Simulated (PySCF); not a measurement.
C₃H₇O₂, SMILES [CH2]C(O)CO, multiplicity 2.

The structure is a stationary point at B3LYP-D3(BJ)/def2-SVP. The isomer is the one that the SMILES or the coordinates give; other isomers of the formula were not compared. The values are those of a single conformer.

Calculation: SMD-ωB97X/6-31G* run with PySCF.

Solvation free energies are E(SMD) − E(gas) at the gas-phase geometry, for 1 M in both phases. In vacuum the dipole moment is 2.42 D.

```json
[
 {"solvent": "water", "ΔG(solv) (kcal/mol)": "-8.8", "its non-electrostatic (CDS) part": "3.4", "dipole (D)": "3.27"},
 {"solvent": "N,N-dimethylformamide", "ΔG(solv) (kcal/mol)": "-6.4", "its non-electrostatic (CDS) part": "-1.1", "dipole (D)": "2.94"},
 {"solvent": "tetrahydrofuran", "ΔG(solv) (kcal/mol)": "___", "its non-electrostatic (CDS) part": "___", "dipole (D)": "___"}
]
```

Question: Some entries are withheld; supply them. (Estimate from the structure and the level; the computed values follow.)

Answer: 
- tetrahydrofuran, ΔG(solv) (kcal/mol): -5.7
- tetrahydrofuran, its non-electrostatic (CDS) part: -1.3
- tetrahydrofuran, dipole (D): 2.84
